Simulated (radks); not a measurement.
Effect of the nuclear size on neutral oxygen, [He] 2s2 2p4. Calculated with a radial shooting solver on a logarithmic mesh with Libxc functionals: Dirac Kohn-Sham, LDA (Slater exchange, Perdew-Wang correlation), spin-unpolarised, spherical densities, finite nucleus; open shells are shared between the two j in proportion to 2j + 1; Fermi nuclear charge, rms radius 2.6991 fm. The rms radius is varied about that value; shifts are against it.

rms radius (fm)  total energy shift (eV)  density at nucleus (e/bohr^3)  1s1/2 shift (meV)
2.162                          -0.000136                          317.3             -0.054
2.548                         -0.0000409                            317             -0.016
2.6991                                 0                            317              0.000
2.8826                         0.0000528                          316.9              0.021
3.2335                          0.000163                          316.7              0.065

Slopes of the eigenvalues against <r^2> in GHz/fm^2, as finite differences over the two radii next to the reference (eigenvalue slopes, not the field-shift constants of lines): 1s1/2 4.96.
